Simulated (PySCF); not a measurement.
**Ta: excitation energy**

Ta [Xe] 4f14 5d3 6s2 (4F) → Ta [Xe] 4f14 5d5 (6S), as a difference of total energies. Calculation: PySCF 2.14, in def2-QZVPPD with the def2 core potential (60 electrons); a scalar-relativistic core potential. Correlated levels: valence and next inner shell: nothing frozen outside the core potential. The calculations carry no spin-orbit coupling.

```json
{"method": "UHF", "excitation energy (eV)": "3.080"}
{"method": "MP2 (valence and next inner shell)", "excitation energy (eV)": "3.433"}
{"method": "SCS-MP2 (valence and next inner shell)", "excitation energy (eV)": "4.125"}
{"method": "CCSD (valence and next inner shell)", "excitation energy (eV)": "3.557"}
{"method": "CCSD(T) (valence and next inner shell)", "excitation energy (eV)": "3.639"}
```

How much does correlation contribute at CCSD(T) (valence and next inner shell)?

3.639 − (3.080) = 0.559 eV, measured against UHF.
